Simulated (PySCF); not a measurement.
## How methods differ on the excitation energy of Sb

Sb [Kr] 4d10 5s2 5p3 (4S) → Sb [Kr] 4d10 5s1 5p4 (4P), as a difference of total energies. Calculation: PySCF 2.14, in dyall-av2z; no relativity, point nucleus. Correlated levels: valence: [Kr] 4d10 frozen; virtual orbitals above 40 to 60 times the deepest correlated orbital energy dropped. The calculations carry no spin-orbit coupling.

```
           method  excitation energy (cm⁻¹)
              UHF                     52512
              LDA                     57156
              PBE                     56061
             PBE0                     55607
           r2SCAN                     53938
            TPSSh                     55190
            B3LYP                     56209
          r2SCAN0                     54055
    MP2 (valence)                     52785
SCS-MP2 (valence)                     52804
```

A first-order spin-orbit estimate (lowest level to lowest level, LS coupling) adds -0.160 eV.
